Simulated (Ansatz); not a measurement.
`N[SiH2]S[SiH2]N`, charge 0, multiplicity 1.

Problem. Give a relaxed structure at PBE0-D4/def2-TZVP (Ansatz 0.2.0). (An estimate is asked.)

Solution. Computed: 
Z-matrix (Å, degrees):
```
Si
S 1 2.159
N 1 1.709 2 117.5
H 1 1.483 2 106.6 3 -121.8
H 1 1.482 2 104.6 3 119.2
Si 2 2.124 1 96.2 3 79.7
H 3 1.009 1 116.7 2 -63.2
H 3 1.008 1 119.4 2 75.5
N 6 1.727 2 110.0 1 -51.7
H 6 1.488 2 104.6 1 -176.2
H 6 1.484 2 112.5 1 65.0
H 9 1.009 6 118.7 2 -67.3
H 9 1.009 6 117.7 2 154.8
```
This is one stationary point; other conformers may exist.
